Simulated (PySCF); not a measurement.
**Excitation energy of Fe⁺ by level of theory**

Fe⁺ [Ar] 3d6 4s1 (6D) → Fe⁺ [Ar] 3d6 4p1 (high-spin determinant), as a difference of total energies. Calculation: PySCF 2.14, in def2-TZVPPD (6s6p4d2f1g, 67 functions); no relativity, point nucleus. Correlated levels: valence: [Ar] frozen; valence and next inner shell: [Ne] frozen. The calculations carry no spin-orbit coupling.

```json
{"method": "UHF", "excitation energy (cm⁻¹)": "35432"}
{"method": "LDA", "excitation energy (cm⁻¹)": "38766"}
{"method": "PBE", "excitation energy (cm⁻¹)": "37692"}
{"method": "PBE0", "excitation energy (cm⁻¹)": "37243"}
{"method": "r2SCAN", "excitation energy (cm⁻¹)": "37883"}
{"method": "r2SCAN0", "excitation energy (cm⁻¹)": "37639"}
{"method": "MN15", "excitation energy (cm⁻¹)": "35811"}
{"method": "wB97X-V", "excitation energy (cm⁻¹)": "37034"}
{"method": "BLYP", "excitation energy (cm⁻¹)": "38059"}
{"method": "MP2 (valence)", "excitation energy (cm⁻¹)": "37094"}
{"method": "SCS-MP2 (valence)", "excitation energy (cm⁻¹)": "36531"}
{"method": "MP2 (valence and next inner shell)", "excitation energy (cm⁻¹)": "38113"}
{"method": "SCS-MP2 (valence and next inner shell)", "excitation energy (cm⁻¹)": "37458"}
```

A first-order spin-orbit estimate (lowest level to lowest level, LS coupling) adds 0.019 eV.

The determinant of the upper state mixes LS terms, which raises its energy above the lowest term, most at the Hartree-Fock and MP2 levels.
